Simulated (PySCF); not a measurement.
Checking a proposed structure

A compound C$_{5}$H$_{8}$ClF$_{3}$Si gives the data below (simulated from a calculation) and was assigned the structure `C/C([SiH3])=C(/Cl)CC(F)(F)F`.

¹³C{¹H} NMR (computed): δ 148.1 (CH2), 136.9 (CH), 136.8 (C), 59.6 (C), 22.8 (CH3).

¹H NMR (300 MHz, computed): δ 6.72 (m, 1H), 6.69 (m, 1H), 6.39 (m, 1H), 4.78 (m, 1H), 4.65 (m, 1H), 1.75 (s, 3H).

Computed data (PySCF 2.14): geometry: GFN2-xTB, σ from GIAO-PBE0/pcSseg-1. A single conformation, isolated molecule, rapidly exchanging positions averaged, non-relativistic Hamiltonian.

Referencing at the same level of theory: ¹H (σ = 31.72 ppm) and ¹³C (σ = 186.93 ppm) against TMS.

Problem. Compare with the shifts computed for the proposed structure, pairing carbons in order of shift.

Solution. Numbering as in the mapped SMILES `[CH3:1]/[C:2]([SiH3:3])=[C:4](/[Cl:5])[CH2:6][C:7]([F:8])([F:9])[F:10]`. Hydrogens are named by the atom that carries them.

```csv
atom,computed for proposal,given list,difference
C2,144.7,148.1,-3.4
C4,142.1,136.9,+5.2
C7,134.3,136.8,-2.5
C6,44.1,59.6,-15.5
C1,24.1,22.8,+1.3
```

The rms difference is 7.6 ppm and the largest -15.5 ppm at C6 (allylic sp3 CH2). The carbon types in order of shift don't match either: C, C, C, CH2, CH3 for the proposal against CH2, CH, C, C, CH3 in the data. The proposal doesn't fit.

Problem. Which isomer fits?

Solution. SMILES C=C[SiH2][C@](C)(Cl)C(F)(F)F.

Carbon types of the structure: 2 × C, 1 × CH, 1 × CH2, 1 × CH3, leaving 2 H on heteroatoms. δC 148.1: terminal =CH2 carbon; as expected for a trigonal carbon in a double bond. δC 136.9: alkene CH; as expected for a trigonal carbon in a double bond. δC 136.8: CF3 carbon; 3 electronegative neighbours deshield it. δH 6.72, 6.39: hydrogen on a terminal =CH2 carbon; attached to an sp2 carbon and in the plane of the double bond.

The data come from this structure; uniqueness wasn't tested.

Carbons that carry Cl, above all several Cl atoms, come out too deshielded, partly because spin–orbit coupling is missing. Splittings by ¹⁹F in the carbon and heteronuclear signals aren't shown, as no couplings were computed. Shifts are as computed. Against solution values, carbons near 30 ppm lie about +3 ppm off and those near 130 ppm about +5 ppm; carbons on Cl a further +6 ppm. Of 1211 compounds with measured shifts, 218 miss one by over three times the rms of a fit or turn the order of signals round; such compounds aren't used in these exercises. No couplings were computed; multiplicities are counted from neighbouring protons, with m where these are inequivalent, close in shift, in a saturated or five-membered ring or joined by F or P, and br s for small geminal =CH2 splittings.
